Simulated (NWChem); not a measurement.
# SiNH$_{3}$ClF; SMILES N[SiH](F)Cl

```xyz
7

Si    -0.0627    -0.4200     0.3724
N      1.4429    -1.0798    -0.0722
F     -1.3126    -0.9205    -0.5133
Cl     0.0452     1.6228     0.0945
H     -0.3652    -0.7476     1.7757
H      1.6883    -2.0280     0.1859
H      1.9353    -0.7698    -0.9008
```
Atoms are numbered in this order, from 1.

Computed with NWChem. Structure relaxed at the B3LYP/6-31G* (spherical d) level. GIAO values for the isolated, static molecule; σ is the absolute isotropic shielding, δ = σ(reference) − σ with the isolated reference molecule computed at the same levels (19F: trichlorofluoromethane, 1H: tetramethylsilane, 15N: ammonia, 29Si: tetramethylsilane).

For level PBE/pcSseg-1:

- δ Si1 (ppm) = -21.7
- δ N2 (ppm) = 47.8
- δ F3 (ppm) = -133.4

Question: How do the values read with level KT2/pcSseg-1 instead?

Answer: 
| Property | Value |
|---|---|
| δ Si1 (ppm) | -20.1 |
| δ N2 (ppm) | 45.6 |
| δ F3 (ppm) | -139.3 |
